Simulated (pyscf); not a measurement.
PySCF, gas phase, ωB97X-D3(BJ)/def2-SVP geometries.

Problem. For the elementary gas-phase step H₃C–SbH₂ + H₃C–CdH → SbH₃ + H₃C–Cd–CH₃ (singlet surface; C–Sb, Cd–H broken, H–Sb, C–Cd formed), what barrier and reaction energy does HF/def2-TZVP give, measured from the separated reactants?

Solution. ΔE‡ = 56.2 kcal/mol, ΔE = +1.5 kcal/mol. ωB97M-D3(BJ)/def2-TZVP gives 41.5 kcal/mol and +0.1 kcal/mol. Zero-point energy shifts the barrier by -0.1 kcal/mol. It is a four-centre exchange, with an imaginary mode of 458i cm⁻¹. On the reactant side the descent ends in a complex (not fully relaxed), 4.8 kcal/mol under the separated species and 40.0 kcal/mol under the saddle at ωB97X-D3(BJ)/def2-TZVP. On the product side the descent ends in a complex (not fully relaxed), 4.3 kcal/mol under the separated species and 38.6 kcal/mol under the saddle at ωB97X-D3(BJ)/def2-TZVP. At the saddle there is also a short Cd–Sb contact that neither side keeps. At ωB97X-D3(BJ) the barrier from the zero used here is 35.1 kcal/mol. This is the saddle that the search found; another between the same sides may lie lower. Elements past Kr carry the def2 core potentials, without spin-orbit coupling.
